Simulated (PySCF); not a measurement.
**NMR parameters of CrNF3**

CrNF3, CrF3N, point group C3v.

Geometry:
| atom | x (Å) | y (Å) | z (Å) |
| --- | --- | --- | --- |
| Cr1 | 0.002 | 0.000 | -0.014 |
| N2 | -0.178 | -0.004 | 1.452 |
| F3 | 1.670 | 0.010 | -0.283 |
| F4 | -0.755 | 1.402 | -0.575 |
| F5 | -0.739 | -1.408 | -0.580 |

GIAO calculations in PySCF on the PBE0-D3(BJ)/def2-SVP structure: isolated species, non-relativistic, equivalent atoms averaged; basis pcSseg-1 (pcSseg-2 on Cr).

Question: Give the isotropic shieldings (ppm) with B3LYP, PBE, PBE0.

Answer: 
```
             atoms            environment    B3LYP     PBE     PBE0
               Cr1    Cr bonded to 3 F, N    -3049   -2491    -3126
          F3/F4/F5  fluorine bonded to Cr   -188.7  -203.8   -169.0
                N2  nitrogen bonded to Cr  -1095.6  -776.7  -1142.4
HOMO–LUMO gap (eV)                      –     5.56    3.41     6.16
```

Question: And the chemical shifts, against references computed in the same way?

Answer: 
```tsv
atoms	nucleus, reference	B3LYP	PBE	PBE0
Cr1	$^{53}$Cr, CrO4 2-	207	127	233
F3/F4/F5	$^{19}$F, CFCl3	360.7	348.5	346.2
N2	$^{15}$N, NH3	1359.1	1041.8	1408.1
```

Question: Which part of the shielding of Cr1 depends on the functional?

Answer: Diamagnetic: B3LYP 1816, PBE 1818, PBE0 1816 ppm; paramagnetic: B3LYP -4865, PBE -4309, PBE0 -4942 ppm. The diamagnetic part, set mainly by inner electrons, hardly moves; the paramagnetic part goes with low-lying magnetically allowed excitations and carries the spread.

Question: What couplings does PBE/pcJ-1 (pcSseg-1 on Cr) give?

Answer: $^{2}J$(F3,F4) = 492.2 Hz (averaged over equivalent pairs; isotopes $^{19}$F).

Unscaled 19F shifts against computed CFCl3 carry errors that often reach 10 to 50 ppm. Experimental scales use liquid or dissolved standards, which lie at an offset from isolated NH3 (liquid NH3: subtract about 20 ppm). Unscaled 15N shifts of sp2 nitrogen come out 20 to 40 ppm too high even then.
